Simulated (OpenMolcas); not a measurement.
## Mo II: CASPT2 settings compared

```json
{
 "Program": "OpenMolcas 26.06",
 "Basis": "ANO-RCC-VQZP [8s7p5d3f2g1h]",
 "Scalar Hamiltonian": "DKH2, point nucleus",
 "Active space": "5 electrons in 5 orbitals (4d)",
 "State averaging": "2S+1 = 6 even, 1 root; 2S+1 = 4 even, 24 roots; 2S+1 = 2 even, 45 roots (25 in the spin-orbit step)",
 "Spin-orbit coupling": "state interaction with AMFI integrals over the reference wave functions, term energies averaged over their components"
}
```

Methods on the same reference wave functions:
A. CASSCF
B. SS-CASPT2, IPEA 0.4 Eh, sigma1 regulariser 0.15 Eh (closed shells correlated: 4s 4p)
C. SS-CASPT2, IPEA 0.1 Eh, no level shift (closed shells correlated: 4s 4p)
D. SS-CASPT2, IPEA 0.75 Eh, sigma2 regulariser 0.5 Eh (closed shells correlated: 3d 4s 4p)

Energies in cm⁻¹ above 4d⁵ ⁶S_5/2, the measured ground level; measured values from NIST Handbook of Basic Atomic Spectroscopic Data.

```csv
Level,A,B,C,D,Measured
4d⁵ ⁶S_5/2,0.0,0.0,0.0,0.0,0.0
4d⁵ ⁴G_5/2,20713,16320,16050,16300,15199
4d⁵ ⁴G_7/2,20786,16410,16140,16380,15331
4d⁵ ⁴G_9/2,20848,16480,16230,16460,15428
4d⁵ ⁴G_11/2,20873,16520,16260,16490,15447
4d⁵ ⁴P_5/2 [62 %],23647,17970,17330,18210,
4d⁵ ⁴P_3/2 [65 %],23822,18170,17530,18400,
4d⁵ ⁴P_1/2 [74 %],24090,18530,17900,18730,
4d⁵ ⁴D_7/2,25622,19270,18570,19720,
4d⁵ ⁴D_1/2 [74 %],25866,19640,18960,20030,
4d⁵ ⁴D_3/2 [65 %],26067,19930,19260,20290,
4d⁵ ⁴D_5/2 [65 %],26104,19970,19300,20330,
```

Deviations, from unrounded energies. A percentage is the sum of absolute deviations over the sum of measured energies, with the sign that they share, or ± where signs differ.

| Against measurement | Levels | A | B | C | D |
| --- | --- | --- | --- | --- | --- |
| mean absolute deviation (cm-1) | 4 | 5500 | 1100 | 820 | 1100 |
| other terms of the ground configuration (%) | 4 | +35.5 | +7.0 | +5.3 | +6.9 |

C lies closest to measurement on these levels and A furthest from it. The largest miss of C in the table is 4d⁵ ⁴G_5/2, by +850 cm-1. The ranking rests on the paired levels alone, and a cruder setting can come out closer through cancelling errors.

Among B to D the level of the table that moves most is 4d⁵ ⁴D_7/2, by 1100 cm-1 (lowest in C, highest in D). Moves below CASPT2's spread within the term are not significant.

From A to B the spin-free energies of the other terms of 4d⁵ shown, above ⁶S, scale by factors of 0.75 to 0.79, as is usual when dynamic correlation screens the repulsion within a d or f shell.

The lowest spin-free term lies below A's lowest term by 0.397 hartree in B, 0.417 hartree in C, 0.463 hartree in D.

CASPT2 breaks the degeneracy within a term, and the mean is taken; among the terms shown or strongly mixed into the levels shown the widest spread is 220 cm-1 (4d⁵ ⁴G, D). Some high roots are left out of the spin-orbit mixing, which shifts the levels that they would mix with. Configurations with an s electron lie low at this charge and mix in, so terms can be misplaced. Without dynamic correlation excited terms often stand tens of per cent too high (terms of higher spin than the ground term too low), and those without a measured partner can miss by more than the paired ones (holds for A). Measured partners are found by configuration, term and J. A level has none where our copy of the source lacks it or the pairing is in doubt (some pairs that miss far off the trend of their configuration count as doubtful), and it then counts in no deviation. Levels of configurations outside the active space are missing. The table leaves out levels that lie high or whose names do not pair safely across all columns.

A share in square brackets marks a mixed level and gives the weight of the term that names it, the lowest over the columns.
